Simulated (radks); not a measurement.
Correlation energies from several functionals, in hartree. Species: Mg [Ne] 3s2; Yb [Xe] 4f14 6s2; Cr+ [Ar] 3d5; Yb [Xe] 4f14 6s2. Method: non-relativistic Kohn-Sham, PBE, spin-polarised, spherical densities, point nucleus; computed with a radial shooting solver on a logarithmic mesh with Libxc functionals. Every spin shell is full or empty, so the densities are truly spherical. Functionals are evaluated on that one density, not self-consistently.

functional,Mg,Yb,Cr+,Yb
PW92,-0.88764,-7.1096,-1.9208,-7.1096
Wigner,-0.60477,-3.7651,-1.1104,-3.7651
Chachiyo,-0.87049,-7.0276,-1.8838,-7.0276
PBE,-0.40910,-4.1272,-0.97730,-4.1272
PBEsol,-0.48341,-4.6353,-1.1263,-4.6353
P86,-0.46327,-4.6532,-1.1054,-4.6532
AM05,-0.79815,-6.6764,-1.7608,-6.6764
OP (B88),-0.44382,-3.6472,-0.96900,-3.6472
TPSS,-0.41362,-4.1278,-0.97965,-4.1278
revTPSS,-0.42696,-4.1678,-0.99751,-4.1678
r2SCAN,-0.41384,-4.2156,-0.98609,-4.2156
Tao-Mo,-0.36884,-4.0284,-0.91956,-4.0284
